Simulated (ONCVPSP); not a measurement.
## LDA (Perdew-Zunger) ONCV dataset for V, scalar-relativistic all-electron reference.

ONCVPSP 4.0.1 input, shortened (lines: element, Z, core and valence counts, functional; n l f; lmax; l rc ep ncon nbas qcut; lloc lpopt rc5 dvloc0; l nproj debl; icmod fcfact rcfact), LDA (Perdew-Zunger), scalar-relativistic:

```
  V 23.00    3    5        3      upf
    1    0    2.00
    2    0    2.00
    2    1    6.00
    3    0    2.00
    3    1    6.00
    3    2    3.00
    4    0    1.75
    4    1    0.25
    2
    0    1.85    0.00    4    7    6.60
    1    1.60    0.00    3    6    8.60
    2    1.20    0.00    3    7   10.50
    4    1    0.75    1.00
    0    2    2.90
    1    2    3.60
    2    2    0.60
    0    0.00    0.00
```

* Cutoffs needed: 47 Ha and 54 Ha (the cutoffs (Ha) at which the residual kinetic energy of the hardest occupied pseudo-wave falls to 1 and 0.1 mHa per electron)
* Ghost test: no bound ghost flagged; no localised positive-energy state flagged
* Configuration tests: 1 of 4 tests not solved or not reliable
